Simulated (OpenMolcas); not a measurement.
## Cs I: CASPT2 settings compared

```json
{"Program": "OpenMolcas", "Basis": "ANO-RCC-VQZP [9s8p5d3f2g]", "Scalar Hamiltonian": "DKH2, point nucleus", "Active space": "1 electron in 9 orbitals (5d 6s 6p)", "State averaging": "2S+1 = 2 even, 6 roots; 2S+1 = 2 odd, 3 roots", "Spin-orbit coupling": "RASSI with atomic mean-field integrals over the reference wave functions, term energies averaged over their components"}
```

Methods on the same reference wave functions:
A. CASSCF
B. SS-CASPT2, IPEA 0.75 Eh, sigma2 regulariser 0.2 Eh (closed shells correlated: 5s 5p)
C. XMS-CASPT2, IPEA 0.2 Eh, no level shift (closed shells correlated: 5s 5p)
D. XMS-CASPT2, IPEA 0.35 Eh, real shift 0.3 Eh (closed shells correlated: 4d 5s 5p)

Energies in cm⁻¹ above 6s ²S_1/2, the measured ground level; measured values from NIST Handbook of Basic Atomic Spectroscopic Data.

```tsv
Level	A	B	C	D	Measured
6s ²S_1/2	0.0	0.0	0.0	0.0	0.0
6p ²P°_1/2	9290	10750	11120	11060	11178
6p ²P°_3/2	9588	11050	11420	11350	11732
5d ²D_3/2	14388	14640	14720	14850	14499
5d ²D_5/2	14528	14780	14850	14990	14597
```

Deviations, from unrounded energies. A percentage is the sum of absolute deviations over the sum of measured energies, with the sign that they share, or ± where signs differ.

```tsv
Against measurement	Levels	A	B	C	D
mean absolute deviation (cm-1)	4	1100	360	210	310
other configurations (%)	4	-8.1	±2.8	±1.6	±2.4
```

C lies closest to measurement on these levels and A furthest from it. The largest miss of C in the table is 6p ²P°_3/2, by -310 cm-1. The ranking rests on the paired levels alone, and a cruder setting can come out closer through cancelling errors.

Among B to D the level of the table that moves most is 6p ²P°_1/2, by 370 cm-1 (lowest in B, highest in C). Moves below CASPT2's spread within the term are not significant.

The mean deviations of B to D differ by less than CASPT2's widest spread within a term (250 cm-1), so their order carries little weight.

The lowest spin-free term lies below A's lowest term by 0.172 hartree in B, 0.174 hartree in C, 0.340 hartree in D.

Term energies are means over components that CASPT2 splits; among the terms shown or strongly mixed into the levels shown the widest spread is 250 cm-1 (5d ²D, B). ANO sets are built for ground and valence states and can reach diffuse excited orbitals poorly. With one active electron the reference holds no correlation, so core polarisation is missing (holds for A). With one active electron, CASPT2 adds the correlation within the correlated inactive shells and between them and that electron, and leaves the splitting within a term as the reference gives it (holds for B; C; D). Measured partners are found by configuration, term and J. A level has none where our copy of the source lacks it or the pairing is in doubt (some pairs that miss far off the trend of their configuration count as doubtful), and it then counts in no deviation. Only configurations of the active space appear.

° marks odd parity.
